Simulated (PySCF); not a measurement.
C2H8SeSi. Atoms are numbered in the order given.

```xyz
12

Si     0.9279     0.4164     0.0000
C      1.7481    -0.2649    -1.5450
C      1.7481    -0.2649     1.5450
Se    -1.3335    -0.0185     0.0000
H      0.9711     1.9106     0.0000
H      1.6677    -1.3636    -1.5811
H      1.2781     0.1392    -2.4546
H      2.8199    -0.0042    -1.5631
H      1.2781     0.1392     2.4546
H      1.6677    -1.3636     1.5811
H      2.8199    -0.0042     1.5631
H     -1.1297    -1.4772     0.0000
```
Charge 0, spin multiplicity 1.

Geometry optimised at r2SCAN-D4/def2-SVP. The values are those of a single conformer.

Level of theory: PBE/def2-TZVP run with PySCF.

ESP charges are fitted to the potential on shells at 1.4 to 2.0 van der Waals radii. Atomic charges (e):

```tsv
atom	ESP fit	Mulliken	Löwdin	meta-Löwdin
Si1	0.67	0.24	0.02	0.67
C2	-0.78	-0.44	-0.46	-0.60
C3	-0.78	-0.44	-0.46	-0.60
Se4	-0.32	-0.26	0.07	-0.26
H5	-0.10	-0.03	-0.02	-0.09
H6	0.20	0.13	0.13	0.13
H7	0.17	0.14	0.13	0.14
H8	0.21	0.13	0.13	0.13
H9	0.17	0.14	0.13	0.14
H10	0.20	0.13	0.13	0.13
H11	0.21	0.13	0.13	0.13
H12	0.14	0.11	0.05	0.07
```

Problem. Give the Mayer and Wiberg (Löwdin basis) orders of the bonds. (The exact figures need the calculation; the answer reports its results.)

Solution. 
| bond | Mayer | Wiberg |
|---|---|---|
| Si1–C2 | 0.99 | 1.22 |
| Si1–C3 | 0.99 | 1.22 |
| Si1–Se4 | 1.15 | 1.53 |
| Si1–H5 | 0.94 | 0.89 |
| C2–H6 | 0.94 | 0.90 |
| C2–H7 | 0.95 | 0.90 |
| C2–H8 | 0.94 | 0.90 |
| C3–H9 | 0.95 | 0.90 |
| C3–H10 | 0.94 | 0.90 |
| C3–H11 | 0.94 | 0.90 |
| Se4–H12 | 0.95 | 1.02 |
